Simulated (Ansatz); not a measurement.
`C#CC(C)(C)C` + `BBO` → `BB(C)O` + `C#CC(C)C` at 500 K and 1 bar (formal exchange of groups at a C–C bond).

Gas-phase electronic energies from Ansatz, PBE0-D4/def2-TZVP geometries. CCSD(T)/CBS is the MP2 limit (def2-TZVPP, def2-QZVPP) plus CCSD(T) − MP2 in def2-TZVPP, frozen cores. One conformer a species, not always the lowest.

```json
{"species": "`C#CC(C)(C)C`", "CCSD(T)/CBS energy (Eh)": "-234.28350", "H − E (kJ/mol)": "423.6", "S (J/(mol·K))": "413.1"}
{"species": "`BBO`", "CCSD(T)/CBS energy (Eh)": "-127.16606", "H − E (kJ/mol)": "153.7", "S (J/(mol·K))": "310.2"}
{"species": "`BB(C)O`", "CCSD(T)/CBS energy (Eh)": "-166.44417", "H − E (kJ/mol)": "238.8", "S (J/(mol·K))": "372.6"}
{"species": "`C#CC(C)C`", "CCSD(T)/CBS energy (Eh)": "-195.01939", "H − E (kJ/mol)": "341.1", "S (J/(mol·K))": "381.6"}
```

H − E and S are ideal-gas, rigid-rotor, harmonic terms from PBE0-D4/def2-TZVP, for one conformer and one mirror image of each species. 1 Eh = 2625.50 kJ/mol, R = 8.31446 J/(mol·K).

**Question.** By hand: ΔE, ΔH, ΔS and ΔG.

**Answer.** ΔE = (-166.44417) + (-195.01939) − (-234.28350) − (-127.16606) = -0.01400 Eh = -36.8 kJ/mol. Δ(H − E) = 238.8 + 341.1 − 423.6 − 153.7 = 2.6, so ΔH = -34.2 kJ/mol. ΔS = 372.6 + 381.6 − 413.1 − 310.2 = 30.9 J/(mol·K). ΔG = -34.2 − 500 × (30.9)/1000 = -49.7 kJ/mol.

**Question.** By hand: the equilibrium constant, and the temperature at which ΔG would vanish if ΔH and ΔS stayed fixed.

**Answer.** log₁₀ K = −ΔG/(RT ln 10) = 5.2. ΔH and −TΔS have one sign here, so there is no such temperature.

TΔS isn't small against ΔH here. A doubt of 5 kJ/mol in ΔE shifts log₁₀ K by 0.5 here. Other conformers and mirror images would add mixing entropy, several J/(mol·K) or more a flexible species. Modes under 60 cm⁻¹, often nearly free rotors, make the harmonic entropy too high. These are equilibria of isolated gas molecules and say nothing of rates. Largest T1 diagnostic: 0.013 (customary marks: 0.02 for closed shells, 0.045 for open ones).
